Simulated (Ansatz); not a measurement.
Geometry optimisation, Ansatz, RKS B3LYP/def2-SVP.

input.yaml

```yaml
crystal:
  periodic: [false, false, false]
  atoms:
    - { symbol: Ge, position_ang: [-0.11512, 0.521611, -0.007685] }
    - { symbol: Cl, position_ang: [0.744713, -0.866016, 3.006148] }
    - { symbol: H, position_ang: [1.044266, -0.46545, -0.144309] }
    - { symbol: O, position_ang: [-0.477461, 0.966796, -1.702292] }
    - { symbol: H, position_ang: [-1.26972, 1.512487, -1.786437] }
    - { symbol: H, position_ang: [-1.378486, 0.013203, 0.705263] }
    - { symbol: S, position_ang: [0.517739, 2.353871, 1.147743] }
    - { symbol: H, position_ang: [1.734451, 2.4455, 0.552185] }
    - { symbol: H, position_ang: [0.889617, 0.456798, 2.875482] }
basis:
  gaussian: { orbitals: def2-SVP }
hamiltonian:
  xc: b3lyp
relax:
  f_tol: 0.03
  max_steps: 50
```

Run as:

```bash
$ ansatz run input.yaml --threads 2 --pin off --max-ram 3072MiB --backend cpu --events-out ev --progress --plain --runs-dir out
```

Where does it end, and by what steps?

The run converged. After 8 steps the energy has fallen by 0.073 eV; Cl2 moved furthest, 0.52 Å.

```csv
step,energy less start (eV),largest force component (eV/Å),accepted
0,0.0000,0.894,yes
1,-0.0300,1.019,yes
2,-0.0642,0.070,yes
3,-0.0596,0.553,no
4,-0.0704,0.093,yes
5,-0.0718,0.090,yes
6,-0.0720,0.104,yes
7,-0.0727,0.144,yes
8,-0.0734,0.011,yes
```

```xyz
9
Properties=species:S:1:pos:R:3
Ge -0.211 0.480 -0.106
Cl 1.081 -0.713 3.367
H 0.907 -0.559 -0.218
O -0.461 1.022 -1.787
H -1.148 1.698 -1.873
H -1.521 -0.015 0.536
S 0.423 2.211 1.218
H 1.649 2.334 0.659
H 0.971 0.482 2.851
```

Time of the run: 12 s on 2 threads of AMD EPYC 9R45 96-Core Processor (Zen 5), on a shared host, peak memory 0.27 GiB.
